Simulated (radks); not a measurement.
Isoelectronic series with 18 electrons, each ion in its NIST ground configuration. Method: non-relativistic Kohn-Sham, PBEsol, spin-polarised, spherical densities, point nucleus; computed with a radial shooting solver on a logarithmic mesh with Libxc functionals. Total energies (hartree) and screening constants sigma, defined by e = -(Z - sigma)^2 / (2 n^2) hartree:

ion    configuration  E (hartree)      3p      3s     2p
Ar              [Ar]   -526.60663  15.396  14.018  9.785
K+              [Ar]   -598.75598  14.946  13.791  9.833
Ca2+            [Ar]   -675.84253  14.668  13.615  9.862
Sc3+            [Ar]   -757.85254  14.469  13.474  9.881
Ti4+            [Ar]   -844.77743  14.317  13.360  9.892
V5+             [Ar]   -936.61142  14.196  13.264  9.899
Cr6+            [Ar]  -1033.35040  14.097  13.183  9.903
Mn7+            [Ar]  -1134.99135  14.013  13.113  9.906
Co9+            [Ar]  -1352.97054  13.881  12.999  9.907
Ni10+           [Ar]  -1469.30562  13.827  12.952  9.907
Cu11+           [Ar]  -1590.53612  13.779  12.909  9.906
Zn12+           [Ar]  -1716.66113  13.737  12.872  9.905

Estimate the row of Fe8+ ([Ar]).

Answer. E (hartree) -1241.53198; 3p 13.942; 3s 13.052; 2p 9.907.
